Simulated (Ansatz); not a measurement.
Ansatz (a quantum-chemistry and plane-wave program) input (B3LYP-D3(BJ)/def2-TZVP):

Ansatz 0.2 input:
```yaml
crystal:
  periodic: [false, false, false]
  atoms:
    - {symbol: C, position_ang: [1.12347546, 0.41391641, 0.14429702]}
    - {symbol: C, position_ang: [-0.04756680, -0.51766377, -0.17037122]}
    - {symbol: C, position_ang: [-1.34607620, -0.01119248, 0.47332336]}
    - {symbol: F, position_ang: [-1.78331590, 1.12810775, -0.41600723]}
    - {symbol: H, position_ang: [0.91377953, 1.40501380, -0.25364722]}
    - {symbol: H, position_ang: [1.24854599, 0.50290971, 1.22307354]}
    - {symbol: H, position_ang: [2.06412444, 0.05519202, -0.29107361]}
    - {symbol: H, position_ang: [-0.08825229, -0.64215300, -1.27598449]}
    - {symbol: H, position_ang: [0.16380794, -1.51157642, 0.25465567]}
    - {symbol: H, position_ang: [-2.13156485, -0.78398879, 0.20225344]}
basis:
  gaussian:
    orbitals: def2-TZVP
hamiltonian:
  xc: b3lyp
  dispersion: d3bj
total_charge: -1
relax: {f_tol: 0.002, max_steps: 150}
```

End of the output:

```
the calculation of the forces begins
reference -5926.72791690 eV, -217.8032336655 hartree; 17, 17 occupied and 143, 143 virtual orbitals, 960 factors
relax step   6: F+E_penalty+E_count = -5926.98241654 eV  Δ(F+E_penalty+E_count) = -1.588e-6 eV  max|allowed force component| = 2.656e-3 eV/Å  Δτ_max = 0.0005 Å  (33 SCF iters, accepted)
these checks for a lower state are left out or cut short: starts, cluster_reference, orbital_swaps, neighbouring_geometries, increment
integrals: 0.06 GiB planned
960 factors; their error is unknown
mean field: 0.63 GiB planned
mean field -5926.72768415 eV, -217.8032251123 hartree, gradient 1.7e-5 eV, S^2 0.000000; 0 other end points of the search recorded, 0 dependent functions left out
the calculation of the forces begins
reference -5926.72791588 eV, -217.8032336282 hartree; 17, 17 occupied and 143, 143 virtual orbitals, 960 factors
relax step   7: F+E_penalty+E_count = -5926.98241690 eV  Δ(F+E_penalty+E_count) = -3.610e-7 eV  max|allowed force component| = 1.325e-3 eV/Å  Δτ_max = 0.0002 Å  (32 SCF iters, accepted)
integrals: 0.06 GiB planned
960 factors; their error is unknown
mean field: 0.63 GiB planned
mean field evaluation 64: about -5926.7277 eV, gradient 3.0e-4 eV
mean field -5926.72768415 eV, -217.8032251123 hartree, gradient 1.7e-5 eV, S^2 0.000000; 1 other end points of the search recorded, 0 dependent functions left out
the calculation of the forces begins
reference -5926.72791588 eV, -217.8032336282 hartree; 17, 17 occupied and 143, 143 virtual orbitals, 960 factors
Total energy: -5926.98264863 eV, -217.8125948839 hartree
Atom 0 at     1.132052     0.412984     0.145553 Å, force    -0.000039    -0.000200    -0.000071 eV/Å
Atom 1 at    -0.059578    -0.503678    -0.159852 Å, force     0.000287    -0.000473     0.000271 eV/Å
Atom 2 at    -1.353742    -0.029487     0.460638 Å, force    -0.000444     0.001319    -0.001325 eV/Å
Atom 3 at    -1.785245     1.110825    -0.432536 Å, force     0.000387    -0.001015     0.001016 eV/Å
Atom 4 at     0.934317     1.413844    -0.246978 Å, force    -0.000041     0.000154     0.000003 eV/Å
Atom 5 at     1.258692     0.505315     1.228632 Å, force     0.000094     0.000033     0.000021 eV/Å
Atom 6 at     2.069781     0.050000    -0.300481 Å, force    -0.000039     0.000146     0.000088 eV/Å
Atom 7 at    -0.104584    -0.625378    -1.269522 Å, force    -0.000090     0.000079    -0.000220 eV/Å
Atom 8 at     0.143166    -1.502991     0.254897 Å, force    -0.000123     0.000045     0.000062 eV/Å
Atom 9 at    -2.117902    -0.792868     0.210167 Å, force     0.000009    -0.000089     0.000155 eV/Å
Dipole moment:     0.604096    -0.151529    -0.356769 e Å
```

It need not be the lowest isomer of its formula. Whether it binds its extra electron was not tested at this geometry.
